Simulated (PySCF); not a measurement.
C4H10F3GeN.
Bonds: C1–C2, C2–N3, N3–C4, N3–Ge5, Ge5–C6, C6–F7, C6–F8, C6–F9. Hydrogens: H10, H11, H12 on C1; H13, H14 on C2; H15, H16, H17 on C4; H18, H19 on Ge5.

Method: PySCF 2.14.0, PBE0-D3(BJ)/def2-SVP geometry optimisation, gas phase.

Entries marked ? are missing. Bonds in one row agree within 0.01 Å.

| coordinate | value |
| --- | --- |
| C1–C2 | ? |
| C2–N3 | ? |
| N3–C4 | 1.443 Å |
| N3–Ge5 | ? |
| Ge5–C6 | ? |
| C6–F7, C6–F8, C6–F9 | 1.343 Å |
| C1–H10, C1–H11, C1–H12 | 1.101 Å |
| C2–H13, C2–H14 | 1.105 Å |
| C4–H15, C4–H16, C4–H17 | 1.105 Å |
| Ge5–H18, Ge5–H19 | 1.535 Å |
| C1–C2–N3 | 115.5° |
| C2–N3–C4 | ? |
| C2–N3–Ge5 | 120.5° |
| C4–N3–Ge5 | ? |
| N3–Ge5–C6 | 111.8° |
| Ge5–C6–F7 | 112.0° |
| F7–C6–F8 | ? |

Q: Estimate the withheld lengths and angles.

A: 
- C1–C2 = 1.524 Å, drawn single (methyl carbon to sp3 carbon bound to nitrogen); equal to the sum of covalent radii, 1.52 Å.
- C2–N3 = 1.449 Å, drawn single (ends: sp3 carbon bound to nitrogen; nitrogen bonded to 2 C and Ge); 0.02 Å below the sum of covalent radii, 1.47 Å.
- N3–Ge5 = 1.819 Å, drawn single (ends: nitrogen bonded to 2 C and Ge; germanium bonded to C, N and 2 H); 0.09 Å below the sum of covalent radii, 1.91 Å.
- Ge5–C6 = 2.009 Å, drawn single (ends: germanium bonded to C, N and 2 H; CF3 carbon); 0.05 Å above the sum of covalent radii, 1.96 Å.
- C2–N3–C4 = 116.0°, at the nitrogen bonded to 2 C and Ge; the outer atoms are 2.453 Å apart.
- C4–N3–Ge5 = 119.5°, at the nitrogen bonded to 2 C and Ge; the outer atoms are 2.824 Å apart.
- F7–C6–F8 = 107.0°, at the CF3 carbon; the outer atoms are 2.158 Å apart.

Radii are Cordero's, carbon taken as 0.76, 0.73 or 0.69 Å for four, three, and two or fewer neighbours.

Whether it is a minimum is left open (no frequencies). One conformer, not necessarily the lowest (C1–C2–N3–C4 69°, C2–N3–Ge5–C6 84°).

The run took 6.0 min of wall time on Intel Xeon Platinum 8488C, one thread, no GPU, on a shared host, and the process peaked at 0.89 GiB of memory. This is the geometry optimisation.
